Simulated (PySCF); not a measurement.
# Nb⁺ (niobium, charge +1) across methods

[Kr] 4d4, high-spin 5D determinant. All numbers are calculated (PySCF 2.14, a scalar-relativistic core potential, in aug-cc-pwCVDZ-PP with ECP28MDF (6s6p5d3f, 70 functions)).

| method | E (hartree) | mean ε 4p α (eV) | mean ε 4p β (eV) | mean ε 4d α (eV) | Σ⟨r²⟩ (bohr²) | ⟨S²⟩ |
| --- | --- | --- | --- | --- | --- | --- |
| BP86 | -56.4428 | -41.861 | -39.663 | -10.210 | 35.38 | 6.001 |
| UHF | -55.92843 | -52.725 | -46.464 | -14.549 | 34.48 | 6.004 |
| B97-3 | -56.3849 | -44.781 | -41.674 | -11.204 | 34.81 | 6.001 |
| M06 | -56.3335 | -44.140 | -41.460 | -11.077 | 35.19 | 6.000 |
| wB97X | -56.3664 | -46.999 | -44.056 | -13.350 | 34.72 | 6.001 |
| PBE | -56.3894 | -41.818 | -39.500 | -10.158 | 35.50 | 6.001 |
| LDA | -56.2246 | -42.092 | -39.858 | -10.414 | 36.20 | 6.000 |

Estimate the same row for PBE0.

E (hartree) = -56.3812; mean ε 4p α (eV) = -44.839; mean ε 4p β (eV) = -41.650; mean ε 4d α (eV) = -11.490; Σ⟨r²⟩ (bohr²) = 35.25; ⟨S²⟩ = 6.001.

Energies and moments cover only the electrons outside the core potential.
